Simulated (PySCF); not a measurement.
## Working out the ionisation energy of Ge(20+)

Ge(20+) [Ne] 3s2 (1S) → Ge(21+) [Ne] 3s1 (2S). All numbers are calculated (PySCF 2.14, the non-relativistic Hamiltonian (point nucleus), in an even-tempered Gaussian basis (16 s from 2.1 bohr⁻², ratio 2.5; 10 p from 2.7 bohr⁻², ratio 2.5; 5 d from 10 bohr⁻², ratio 2.7; 4 f from 16 bohr⁻², ratio 2.7)). Frozen: 1s2; the 17 highest virtual orbitals dropped. Energies in hartree (1 hartree = 27.21139 eV):

| part | Ge(20+) (lower) | Ge(21+) (upper) |
| --- | --- | --- |
| UHF | -1845.154993 | -1814.925232 |
| CCSD correlation | -0.442899 | -0.314727 |
| (T) | -0.002057 | -0.000280 |

**Question.** What does Hartree-Fock give?

**Answer.** (-1814.925232) − (-1845.154993) = 30.229761 hartree = 822.594 eV.

**Question.** What do CCSD and CCSD(T) give?

**Answer.** The CCSD correlation energies differ by 0.128172 hartree = 3.488 eV and the triples by 0.001777 hartree = 0.048 eV, so CCSD gives 826.082 eV and CCSD(T) 826.130 eV.

Reference: 837.1 ± 1 eV (semi-empirical (NIST evaluation); NIST Atomic Spectra Database, ionization energies).

The calculation is non-relativistic.

What remains against the reference includes basis incompleteness, the frozen core and higher excitations.
